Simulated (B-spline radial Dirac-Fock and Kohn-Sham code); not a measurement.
ΔSCF core binding energies without Breit or QED terms, calculated with a radial finite-basis atomic code.

A sound run for Co⁵⁺, configuration [Ar] 3d4: The ground state converged in 10 iterations, with total energy -1385.23438 Ha, virial ratio 1.98447 and highest orbital energy -101.86 eV. ΔSCF binding energies: K (1s) 7832.8 eV, L3 (2p3/2) 894.1 eV. Holes are computed only in closed shells, and unreliable hole states are left out.

A second run, with one unsound setting: The ground state had not converged after 74 iterations, with total energy -1385.22754 Ha, virial ratio 1.98282 and highest orbital energy -100.75 eV. ΔSCF binding energies: K (1s) 7832.9 eV, L3 (2p3/2) 894.1 eV (not all states converged, so these are not final). Holes are computed only in closed shells, and unreliable hole states are left out.

```
iter   energy (Ha)        error
   1    -1369.82845576  1.24e+00
   2    -1382.62948708  5.34e-01
   3    -1382.82196237  5.11e-01
   4    -1383.00078982  4.88e-01
   5    -1383.16688692  4.66e-01
   6    -1383.32111339  4.45e-01
   7    -1383.46427456  4.25e-01
   8    -1383.59712461  4.06e-01
   9    -1383.72036953  3.88e-01
  17    -1384.43149096  2.69e-01
  25    -1384.81412584  1.87e-01
  33    -1385.01674239  1.31e-01
  41    -1385.12260256  9.41e-02
  49    -1385.17732113  6.76e-02
  57    -1385.20537496  4.84e-02
  65    -1385.21967315  3.46e-02
  73    -1385.22693131  2.47e-02
  74    -1385.22753862  2.36e-02
```

Question: Which fault fits the second run best?
A. overfilled shell
B. speed of light below Z
C. too few quadrature points
D. damping too heavy

Answer: D. The input had damp = 0.97; ndamp = 100: damp is so close to 1 that the orbitals hardly move in each step.
